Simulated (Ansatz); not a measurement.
Reaction (SMILES): CCC(=O)CC + 6 [H][H] (H2) → 5 C (CH4) + O (H2O)
Each molecule is optimised on its own at B3LYP-D3(BJ)/def2-TZVP (Ansatz, a first-principles code), one conformer each, not searched for the lowest.

Quantity: energy of full hydrogenation (electronic energy difference), in kJ/mol. Correlated levels leave the core frozen unless marked. No spin-orbit coupling. Non-relativistic. CBS marks a two-point X^-3 extrapolation of the correlation energy; Hartree-Fock from the larger set.

| level | program | energy of full hydrogenation (kJ/mol) |
|---|---|---|
| HF/aug-cc-pVTZ | Ansatz | -517.4 |
| B3LYP-D3(BJ)/def2-TZVPD | Ansatz + dftd3 | -447.2 |
| B3LYP/def2-TZVPD | Ansatz | -474.3 |
| CAM-B3LYP/def2-TZVPD | Ansatz | -477.0 |
| LC-wPBE-D3(BJ)/def2-TZVPD | Ansatz + dftd3 | -461.2 |
| B2GP-PLYP-D4/def2-TZVPD | Ansatz + dftd4 | -447.8 |
| MP2/cc-pVTZ | Ansatz | -442.7 |
| SCS-MP2/6-31G* | Ansatz | -380.5 |
| CCSD/cc-pVTZ | Ansatz | -469.7 |
| CCSD(T)/STO-3G | Ansatz | -303.8 |
| CCSD(T)/6-31G* | Ansatz | -351.0 |
| CCSD(T)/cc-pVDZ | Ansatz | -419.6 |
| CCSD(T)/cc-pVTZ | Ansatz | -449.0 |
| CCSD(T)/cc-pVQZ | Ansatz | -451.8 |
| CCSD(T)/CBS(cc-pVTZ,cc-pVQZ) | Ansatz | -452.9 |
